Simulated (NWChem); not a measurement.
Species: GeHF, singlet; SMILES [GeH][F]

```xyz
3

Ge     0.0130     0.3552     0.0000
H     -1.5944     0.4751     0.0000
F      0.0350    -1.4013     0.0000
```
Atoms are numbered in this order, from 1.

Level: PBE0/def2-SVP (NWChem), optimised geometry, unscaled harmonic frequencies. Low-valent species are run as closed-shell singlets; no triplet was tried in these runs.

Q: List the harmonic frequencies with IR intensities, and the thermochemistry.

A: 
```json
[
 {"frequency (cm⁻¹)": "690", "IR intensity (km/mol)": "84.8"},
 {"frequency (cm⁻¹)": "777", "IR intensity (km/mol)": "35.5"},
 {"frequency (cm⁻¹)": "1879", "IR intensity (km/mol)": "437.5"}
]
```

| Property | Value |
|---|---|
| zero-point energy | 4.8 kcal/mol |
| thermal correction to the enthalpy at 298.15 K (with zero-point energy) | 7.3 kcal/mol |
| heat capacity Cv | 7.5 cal/(mol K) |
| entropy at 298.15 K and 1 atm (symmetry number 1) | 60.3 cal/(mol K) |
| dipole moment | 1.76 D |

Rigid rotor and harmonic oscillator.
